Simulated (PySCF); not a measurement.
Species: C3H8O4Si.
Cartesian coordinates in Å at the PBE0-D3(BJ)/def2-SVP level; atoms count from 1:
```
atom  x, y, z in Å
C1    -3.300   -0.437   -0.154
O2    -2.007   -0.228   -0.633
Si3   -0.688   -0.088    0.372
O4     0.516    0.108   -0.767
C5     1.872    0.291   -0.664
C6     2.352    0.290    0.764
O7     1.609    0.151    1.703
O8     3.665    0.458    0.877
H9    -3.984   -0.558   -1.008
H10   -3.379   -1.349    0.469
H11   -3.668    0.414    0.451
H12   -0.887    1.109    1.238
H13   -0.575   -1.353    1.153
H14    2.188    1.249   -1.120
H15    2.428   -0.500   -1.204
H16    3.879    0.447    1.824
```

All values: wB97X-D/def2-SVPD (PySCF, non-relativistic), on one gas-phase PBE0-D3(BJ)/def2-SVP geometry that isn't relaxed in the solvent. The solvent is an IEF-PCM continuum (van der Waals radii × 1.2), and excitations are vertical TDDFT with non-equilibrium linear response and a frozen core. Only the electrostatic response of the medium enters.

| run | E − E(gas) (kcal/mol) | HOMO (eV) | HOMO–LUMO gap (eV) | dipole (D) | lowest singlet (eV) | static polarisability (au) |
| --- | --- | --- | --- | --- | --- | --- |
| gas | 0.00 | -9.61 | 11.03 | 2.53 | 6.21 | 77.0 |
| P | -4.09 | -9.71 | 11.25 | 2.80 | 6.26 | 85.7 |
| Q | -6.54 | -9.78 | 11.37 | 2.95 | 6.29 | 91.5 |

Q: The runs were made in benzene and chloroform. Which run belongs to which solvent?

A: P = benzene, Q = chloroform. The dielectric constants are 2.271 (benzene), 4.711 (chloroform), and the energy falls further as ε rises. The optical constants n² used for the excitations are 2.25, 2.09 in the same order. In this model the ground state sees the solvent through ε alone.

Q: How constant is the ratio of the lowering to (ε − 1)/(2ε + 1)?

A: 
```
   solvent  (ε − 1)/(2ε + 1)  E − E(gas) (kcal/mol)  ratio (kcal/mol)  polarisation term (kcal/mol)
   benzene             0.229                  -4.09             -17.9                         -4.36
chloroform             0.356                  -6.54             -18.4                         -7.23
```

The ratio changes by +2.9 % in size from benzene to chloroform. The polarisation term is half the interaction of the solute with the induced surface charges.

Cost: about 60 s of CPU time on one thread; the machine was shared, so the figure is rough. This is the whole response run at wB97X-D/def2-SVPD in chloroform, SCF included.

wB97X-D is run here without its empirical dispersion term; that term would change no orbital, density or response property at a fixed geometry.
